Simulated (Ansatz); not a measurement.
Abridged output of a molecular run in Ansatz:

```
Functional definition: HF
1276 factors; integrals over basis functions are off by at most 1.2e-3 eV
mean field evaluation 1: about -23399.9537 eV, gradient 2.3e1 eV
mean field evaluation 2: about -23399.9604 eV, gradient 2.3e1 eV
mean field evaluation 4: about -23402.0349 eV, gradient 3.0e0 eV
mean field evaluation 8: about -23402.0733 eV, gradient 1.0e-1 eV
mean field evaluation 16: about -23402.0650 eV, gradient 3.3e-1 eV
mean field -23402.07338344 eV, -860.0103343463 hartree, gradient 7.4e-6 eV, S^2 0.000000; 0 other end points of the search recorded, 0 dependent functions left out
15 core orbitals not correlated: weight in the atoms' cores, before any rotation towards them, 1.000 or more for the frozen orbitals, at most 0.000 for the correlated occupied ones
reference -23402.07338344 eV, -860.0103343463 hartree; 18, 18 occupied and 88, 88 virtual orbitals, 1276 factors
second order -12.90659027 eV of doubles, -0.00000000 eV of singles
cycle   1  -14.30883904 eV  change    -1.4e0 eV  update   9.7e-2
cycle   2  -14.87054042 eV  change   -5.6e-1 eV  update   3.2e-2
cycle   3  -14.91819727 eV  change   -4.8e-2 eV  update   9.8e-3
cycle   4  -14.91440056 eV  change    3.8e-3 eV  update   3.3e-3
cycle   5  -14.91346659 eV  change    9.3e-4 eV  update   9.4e-4
cycle   6  -14.91323635 eV  change    2.3e-4 eV  update   3.1e-4
cycle   7  -14.91324530 eV  change   -9.0e-6 eV  update   9.6e-5
cycle   8  -14.91326892 eV  change   -2.4e-5 eV  update   3.2e-5
perturbative correction -0.43694112 eV, -0.0160572901 hartree
Total energy: -23417.42359349 eV, -860.5744441608 hartree
```

Its atoms:

Z-matrix (Å, degrees):
```
Si
C 1 1.872
H 1 1.489 2 109.6
H 1 1.488 2 111.4 3 119.9
H 1 1.487 2 110.4 3 -119.3
Si 2 1.877 1 113.9 3 63.9
H 2 1.095 1 108.6 3 -57.6
H 2 1.095 1 109.3 3 -174.3
Sb 6 2.579 2 110.4 1 -57.0
H 6 1.488 2 109.6 1 65.9
H 6 1.490 2 110.4 1 -175.1
H 9 1.709 6 90.2 2 175.8
H 9 1.708 6 91.8 2 84.2
```

Q: Which basis set was used?
A. def2-QZVPP
B. def2-SVP
C. def2-TZVPP
D. def2-TZVPPD

A: B. It gives 121 functions.

Q: Write the keys of the input that set method, charge and spin (a neutral closed shell needs none for the last two).

A: 
```yaml
correlation: {method: ccsd_t}
```
